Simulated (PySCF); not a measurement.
**Tellurium: a sound run and one with changed settings**

Sound run: Te⁺ [Kr] 4d10 5s2 5p3, Te²⁺ [Kr] 4d10 5s2 5p2. Calculation: PySCF 2.14, in x2c-TZVPall; the spin-free X2C one-electron Hamiltonian (Gaussian nucleus). In the sound run the correlated levels freeze [Kr] 4d10. The sound run starts from symmetry-adapted Hartree-Fock orbitals and uses a fine grid where one is needed.

A second run was set up differently.

```tsv
species	method	sound run (hartree)	changed run (hartree)	converged
Te⁺	MP2	-6790.62860	-6791.11634	yes
Te²⁺	MP2	-6789.93943	-6790.42021	yes
```

Ionisation energy of Te⁺:

| method | sound run (eV) | changed run (eV) |
| --- | --- | --- |
| UHF | 18.361 | 18.361 |
| MP2 | 18.753 | 18.943 |
| SCS-MP2 | 18.634 | 18.766 |

Question: What was changed?
A. a valence shell is frozen
B. level shift left on
C. too few SCF iterations
D. all electrons correlated in a valence basis

Answer: D. A valence basis has no tight correlating functions, so it recovers only part of the core correlation, and not evenly between atom and ion.
